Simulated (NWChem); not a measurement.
Species: C4H3Br; SMILES C#CC(Br)=C

```xyz
8

C      1.1289     2.6060    -0.0009
C      0.3341     1.6934    -0.0004
C     -0.5788     0.6118     0.0000
C     -1.9122     0.7150     0.0001
Br     0.2464    -1.1426     0.0002
H      1.8217     3.4168    -0.0016
H     -2.3746     1.6976     0.0000
H     -2.5566    -0.1561     0.0001
```
Atoms are numbered in this order, from 1.

All runs use the structure optimised with B3LYP/6-31G* (spherical d).

Spin-orbit effects, on the heavy nuclei and on their neighbours, are missing.

**Question.** Give the principal values of the shielding tensors (ppm) of C1, C2, C3, C4, Br5 from KT2/pcSseg-1, GIAO (NWChem), with their diamagnetic and paramagnetic parts as GIAO splits them.

**Answer.** 
| atom | σ11 | σ22 | σ33 | isotropic | diamagnetic | paramagnetic |
|---|---|---|---|---|---|---|
| C1 | 55.4 | 57.8 | 190.2 | 101.1 | 257.3 | -156.1 |
| C2 | 3.1 | 15.0 | 292.8 | 103.7 | 248.0 | -144.3 |
| C3 | -23.1 | 86.5 | 115.5 | 59.6 | 259.1 | -199.4 |
| C4 | -46.1 | 81.4 | 138.0 | 57.7 | 256.7 | -199.0 |
| Br5 | 1136.4 | 1150.6 | 2875.7 | 1720.9 | 3126.8 | -1405.9 |
